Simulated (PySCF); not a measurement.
An unknown is described by computed data only.

Formula: C6H18Si2.

| Item | Value |
| --- | --- |
| Dipole | 0.01 D [CAM-B3LYP/def2-SVPD] |
| Valence photoelectron | vertical ionisation energy: 8.66 eV [ΔSCF CAM-B3LYP/def2-SVPD] |
| Triplet | lowest triplet excitation (Tamm–Dancoff): 6.18 eV [TDA CAM-B3LYP/def2-SVPD] |
| NMR, other nuclei | isotropic shieldings of nuclei other than C and H, by class: 373 (2 Si) ppm [GIAO PBE0/pcSseg-1] |
| UV, strongest line | among the 10 lowest singlet transitions: S2/S3 at 6.93 eV (179 nm, f = 0.173 summed over these states) [TDDFT CAM-B3LYP/def2-SVPD] |
| 1H NMR | chemical shifts (computed TMS as zero) by class: 0.04 (18 H) ppm [GIAO PBE0/pcSseg-1] |
| 13C NMR | chemical shifts (computed TMS as zero) by class: -2.6 (6 C) ppm [GIAO PBE0/pcSseg-1] |
| Polarisability | 128.9 au [CAM-B3LYP/def2-SVPD] |
| Rotational structure | rotational constants A, B, C: 1.569, 0.912, 0.911 GHz [PBE0-D3(BJ)/def2-SVP] |

The electronic properties come from PySCF, for the isolated species, density fitting. Levels stand in brackets. Geometry: PBE0-D3(BJ)/def2-SVP; no solvent, vibrations or thermal averaging. NMR classes are plain means over equivalent atoms (diastereotopic ones count apart unless rotation or inversion swaps them), as if these changed places fast.

Q: Give a SMILES that accounts for the data.

A: Numbering: `[CH3:1][Si:2]([CH3:3])([CH3:4])[Si:5]([CH3:6])([CH3:7])[CH3:8]`. Its formula, C6H18Si2, gives 0 degrees of unsaturation, so no ring and no π bond. 6 carbons fall into 1 class: Si-methyl carbon [C1/C3/C4/C6/C7/C8] (-2.6 ppm, 6 C). All hydrogens form one class (0.04 ppm): methyl hydrogen. The other shieldings belong to: 373 ppm, four-coordinate silicon [Si2/Si5]. The first electron is taken from the HOMO, whose largest Löwdin shares are 0.26 on each of 2 atoms of one kind (four-coordinate silicon). By its constants the optimised geometry is a nearly prolate symmetric top. Structure: `C[Si](C)(C)[Si](C)(C)C`. The assignments are read from this structure; whether some other isomer fits the data as well wasn't checked.

Conformer computed: `[CH3:1][Si:2]([CH3:3])([CH3:4])[Si:5]([CH3:6])([CH3:7])[CH3:8]`: C1–Si2–Si5–C6 179°.
